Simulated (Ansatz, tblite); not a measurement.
Cost and result up the ladder for Zn3O6H6, a hydroxylated oxide cluster (15 atoms). Charge 0, multiplicity 1. Geometry: r2SCAN-D4/def2-SVP.

```xyz
15

Zn   -1.671    0.149    2.390
Zn   -0.054    0.011   -0.037
Zn    1.608   -0.072   -2.434
O    -1.921   -0.004    0.494
O     0.832   -1.302   -1.173
O    -2.774    0.260    3.800
O     0.190    0.103    1.896
O     2.627    0.013   -3.908
O     0.727    1.232   -1.334
H    -2.730   -0.168    0.002
H     1.097   -2.203   -0.969
H    -2.291    0.301    4.634
H     0.952    0.398    2.404
H     2.890   -0.863   -4.216
H     0.518    2.145   -1.548
```

Ansatz on 2 threads of AMD EPYC 7R13 on a shared host and a share (18 GiB) of an NVIDIA H100 80GB HBM3; xTB runs through tblite on one thread. Times are rough, summed over both states, and most runs start from the orbitals of an earlier one. PBE0-D4/def2-TZVP serves as the yardstick here, not as an exact answer. The other state is a triplet.

The xTB rows come from tblite. HOMO above LUMO, or a gap near zero within one spin, warns that the state may not be the lowest or that an electron is smeared out.

xTB has no spin-polarisation term.

```tsv
level	functions	wall time	vertical triplet (eV)	difference from PBE0-D4/def2-TZVP (eV)	remarks
GFN2-xTB	42	0.025 s	4.47	-0.86	–
GFN1-xTB	48	0.03 s	5.30	-0.03	–
PBE-D4/def2-TZVP	366	14 s	4.40	-0.93	gap within one spin near zero (triplet)
PBE0-D4/def2-TZVP (with forces)	366	31 s	5.33	0.00	–
```
